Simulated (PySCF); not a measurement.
FeO₄, SMILES [O]=[Fe](=[O])(=[O])=[O], multiplicity 1. Coordinates come from a PBE0-D3(BJ)/def2-SVP optimisation. The spin state was assumed, not searched.

Method: PBE0-D3(BJ)/def2-SVP run with PySCF.

Harmonic wavenumbers (cm⁻¹): 400, 400, 448, 448, 448, 967, 1029, 1029, 1029. Rotational constants (GHz): 4.908, 4.908, 4.908; symmetry number 12.

Question: Work out the zero-point energy and the ideal-gas rigid-rotor harmonic-oscillator thermochemistry at 298.15 K and 1 atm.

Answer: ZPE = ½ Σ hcν = ½ × 6196 cm⁻¹ = 8.86 kcal/mol. H − E(el) = 12.20 kcal/mol. Entropy in cal/(mol K): translation 40.26, rotation 20.47, vibration 4.69, total 65.42. G − E(el) = -7.30 kcal/mol. Cp = 16.44 cal/(mol K).
